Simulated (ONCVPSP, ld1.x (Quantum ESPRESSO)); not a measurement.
**Potentials for B (Z = 5) compared**

Generated with ld1.x 7.5 (TM, RRKJ, ultrasoft, PAW), atompaw 4.2 or ONCVPSP 4.0.1. The cutoff is in Ry: for ld1.x and atompaw files where the sum of valence levels is converged to 10 mRy in a Bessel basis, for ONCV files where the hardest occupied wave has 1 mHa per electron of residual kinetic energy. The error is the largest all-electron minus pseudo excitation energy over each file’s own four to seven test configurations (ionisations up to +4, promotions, holes and added fractions of an electron), all of which were solved. The labels leave out finer settings (local radius, basis sizes, second energies), which also bear on the numbers. Spin-polarised tests are not counted. The rows are a selection from randomly drawn settings: files with unsolved tests, undetermined cutoffs or missed reference levels are left out.

| potential | cutoff (Ry) | largest error (meV) | bound ghosts |
| --- | --- | --- | --- |
| ONCV, LDA (Perdew-Wang 92), scalar-relativistic, rc 1.65/3.75/3.40 (spd), local smoothed, core correction yes, reference 2s2 2p1, qcut 3.5/3.9/3.1, projectors 2/1/2 | 27 | +449 | none |
| ONCV, PBE, scalar-relativistic, rc 1.15/0.90/0.90 (spd), local d, core correction no, reference 2s1, qcut 5/10.5/11.6, projectors 2/2/0 | 26 | +131 | none |
| TM, PBE, scalar-relativistic, rc 1.40/2.40/1.95 (spd), local smoothed, core correction yes, reference 2s2 2p0.5 | 21 | +88 | none |
| PAW, PBEsol, scalar-relativistic, rc 1.45/3.15/2.85 (spd), local smoothed, core correction yes, reference 2s1 2p0 | 6 | +50 | none |

Task: Fill in the row for B: RRKJ, LDA (PZ), scalar-relativistic, rc 1.10/2.20 (sp), local p, core correction no, reference 2s2 2p1.

Result: cutoff 21 Ry, largest error +149 meV, bound ghosts: none.

Task: Fill in the row for B: ONCV, PBE, scalar-relativistic, rc 1.30/1.30/1.35 (spd), local smoothed, core correction yes, reference 2s2, qcut 6.4/5.4/8.5, projectors 2/2/2.

Result: cutoff 27 Ry, largest error +62 meV, bound ghosts: none.

Task: Fill in the row for B: ONCV, PBE, scalar-relativistic, rc 1.88/3.80/4.00 (spd), local smoothed, core correction yes, reference 2s2 2p0.5, qcut 4.4/4.3/2.4, projectors 2/2/1.

Result: cutoff 18 Ry, largest error +241 meV, bound ghosts: none.
